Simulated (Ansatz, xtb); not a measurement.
Stretching the C2–H6 bond in CH6Ge (SMILES [CH3][GeH3]) (multiplicity 1 held, fragments rigid). Energies count from the point at 1.090 Å.
Geometry at that point (charge 0, multiplicity 1):
```xyz
8

Ge    -0.388     0.046    -0.009
C      1.563    -0.187     0.034
H     -1.014    -0.866    -1.081
H     -0.746     1.508    -0.338
H     -1.001    -0.312     1.359
H      1.813    -1.221     0.268
H      2.003     0.459     0.793
H      1.994     0.067    -0.934
```

Restricted levels (R-, RO-) in cc, def2 and unpolarised 6-31G sets keep to the state of the molecule at rest. U- levels take the lowest unrestricted solution at each point, which mixes spins at long bonds. Curves can end on different states.

Correlated levels freeze the cores. Filled d and f shells under p-block atoms count as core.

Programs: Ansatz (Gaussian basis) for Hartree–Fock, density functionals and correlated methods; xtb for the GFN methods. Each number belongs to the level named beside it. The GFN methods have no spin term and hold the electronic entropy of 300 K.

Task: One of these levels gives 5.555 eV for the energy at R = 3.487 Å. Which one is it?
A) U-CCSD/cc-pVDZ
B) GFN2-xTB
C) R-HF/cc-pVDZ

Result: B, GFN2-xTB. The others give 8.137 (R-HF/cc-pVDZ), 4.800 (U-CCSD/cc-pVDZ)

Doubts at one or more of the structures used: a restricted determinant that unrestricted orbitals would lower (R-HF/cc-pVDZ); a spin-contaminated determinant (U-CCSD/cc-pVDZ).

Ansatz is a first-principles code.
